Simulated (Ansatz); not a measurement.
`CC(C)[Si]F` and `CC(C)[SiH]` differ in one atom or group.

Ansatz, PBE0-D4/def2-TZVP geometries, multiplicity 1. Each molecule was computed in one conformer, which needn't be the lowest.

```json
{"property": "size of the dipole moment (B3LYP/def2-TZVPP) / D", "`CC(C)[Si]F`": "1.66"}
{"property": "size of the dipole moment (PBE/def2-TZVPP) / D", "`CC(C)[Si]F`": "1.66"}
{"property": "HOMO–LUMO gap (ωB97M-V/def2-TZVPP) / eV", "`CC(C)[Si]F`": "8.33"}
{"property": "HOMO energy (PBE0/def2-TZVPP) / eV", "`CC(C)[Si]F`": "-6.32"}
{"property": "HOMO energy (PBE/def2-TZVPP) / eV", "`CC(C)[Si]F`": "-5.22"}
{"property": "HOMO energy (B3LYP/def2-TZVPP) / eV", "`CC(C)[Si]F`": "-6.16"}
```

Q: What does the change do to each property? (Estimate.)

A: Ansatz gave: 
```json
{"property": "size of the dipole moment (B3LYP/def2-TZVPP) / D", "`CC(C)[SiH]`": "1.74", "shift": "0.08"}
{"property": "size of the dipole moment (PBE/def2-TZVPP) / D", "`CC(C)[SiH]`": "1.87", "shift": "0.21"}
{"property": "HOMO–LUMO gap (ωB97M-V/def2-TZVPP) / eV", "`CC(C)[SiH]`": "8.73", "shift": "0.40"}
{"property": "HOMO energy (PBE0/def2-TZVPP) / eV", "`CC(C)[SiH]`": "-6.11", "shift": "0.21"}
{"property": "HOMO energy (PBE/def2-TZVPP) / eV", "`CC(C)[SiH]`": "-5.09", "shift": "0.13"}
{"property": "HOMO energy (B3LYP/def2-TZVPP) / eV", "`CC(C)[SiH]`": "-5.94", "shift": "0.22"}
```

With PBE0 the HOMO rises by 0.21 eV and the LUMO rises by 0.71 eV, so the gap widens by about 0.50 eV. PBE moves the HOMO by 0.13 eV and ωB97M-V by 0.23 eV. Dipoles are sizes alone; their direction can turn.

B3LYP here is the variant with VWN-RPA as its local correlation; programs differ in this.
